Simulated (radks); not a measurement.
The numbers below are computed, except where a source is named.
W IV, configuration [Xe] 4f14 5d3.

Code: a radial shooting solver on a logarithmic mesh with Libxc functionals. Model: Dirac Kohn-Sham, PBE, spin-unpolarised, spherical densities, point nucleus; open shells are shared between the two j in proportion to 2j + 1.

Energy parts (eV):
| part | energy |
|---|---|
| total | -439845.89 |
| kinetic | 495685.87 |
| electron-nucleus | -1096766.51 |
| Hartree | 170058.90 |
| exchange-correlation | -8824.16 |

Orbitals (lengths in bohr, moments of r in powers of bohr):
| orbital | occ. | eigenvalue (eV) | <r^4> |
|---|---|---|---|
| 1s1/2 | 2 | -69429.17 | 5.815e-07 |
| 2s1/2 | 2 | -11998.96 | 0.00008703 |
| 2p1/2 | 2 | -11474.27 | 0.00005245 |
| 2p3/2 | 4 | -10121.37 | 0.00007642 |
| 3s1/2 | 2 | -2785.591 | 0.003216 |
| 3p1/2 | 2 | -2552.213 | 0.002840 |
| 3p3/2 | 4 | -2259.658 | 0.003753 |
| 3d3/2 | 4 | -1867.306 | 0.002549 |
| 3d5/2 | 6 | -1803.695 | 0.002775 |
| 4s1/2 | 2 | -597.7019 | 0.07569 |
| 4p1/2 | 2 | -500.9542 | 0.08278 |
| 4p3/2 | 4 | -433.1651 | 0.1095 |
| 4d3/2 | 4 | -274.4258 | 0.1411 |
| 4d5/2 | 6 | -261.9370 | 0.1541 |
| 4f5/2 | 6 | -63.3811 | 0.4818 |
| 4f7/2 | 8 | -61.1404 | 0.5177 |
| 5s1/2 | 2 | -107.7448 | 2.375 |
| 5p1/2 | 2 | -78.9802 | 3.613 |
| 5p3/2 | 4 | -68.9905 | 4.989 |
| 5d3/2 | 1.2 | -31.6598 | 20.27 |
| 5d5/2 | 1.8 | -30.7012 | 22.43 |

The highest occupied level is 5d5/2 at -30.701 eV. The density falls to 0.001 e/bohr^3 at r = 3.43 bohr. Summed over all electrons, <r^2> = 35.95 bohr^2, which gives a Langevin (diamagnetic) susceptibility term of -28.5 x 10^-6 cm^3/mol.
